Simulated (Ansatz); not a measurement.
# Energy profile

The step: GeH₂ + CH₄ → CH₄Ge ([CH3][GeH]) + H₂; bonds formed: Ge1–C3, H2–H4; bonds broken: Ge1–H4, H2–C3 (atoms numbered as in the saddle structure below).

Ge1  (-1.283, 0.738, 0.232)
H2  (-0.296, -0.641, 0.506)
C3  (0.841, 0.178, -0.072)
H4  (-1.226, -0.821, 0.960)
H5  (-1.666, -0.014, -1.117)
H6  (1.411, 0.528, 0.787)
H7  (1.012, 0.840, -0.921)
H8  (1.208, -0.808, -0.376)
(Å)

Electronic energies by CCSD(T) at an estimated basis limit (MP2 extrapolated from triple and quadruple zeta, plus CCSD(T) − MP2 in triple zeta), on PBE0-D4/def2-TZVP structures; CH6Ge, closed shell; no counterpoise correction. Ansatz 0.2.0; basis: def2-TZVPP and def2-QZVPP; cores frozen in the correlated methods. Filled d shells of the heavier atoms are correlated. The def2 sets are not built for correlating such inner shells, so the correlated values are less sure here. Extrapolation: Hartree–Fock as exp(−7.88 √X), correlation as X^−2.97.

**Question.** Give the profile in kJ/mol, counted from the separated reactants. (To be estimated.)

**Answer.** Computed:
| point | kJ/mol |
| --- | --- |
| separated: GeH2 (Ge1, H4, H5; singlet) + CH4 (H2, C3, H6, H7, H8; singlet) | 0.0 |
| start structure | -14.1 |
| saddle | 102.8 |
| end structure | 20.3 |
| separated: CH4Ge (linked as [CH3][GeH]; Ge1, C3, H5, H6, H7, H8; singlet) + H2 (H2, H4; singlet) | 31.5 |

No T1 diagnostic of these runs exceeds 0.012. The restricted Hartree–Fock reference is unstable towards an unrestricted one at one or more of these structures.

For scale, one of the runs: CCSD(T)/def2-TZVPP, 163 basis functions, launched by `ansatz run in.yaml --threads 2 --pin off --events-out ev --progress --plain --max-ram 4352MiB`. The run took 36 s on 2 CPU threads of an Arm Neoverse V1 (shared host), with 1.2 GiB of host memory at its peak.
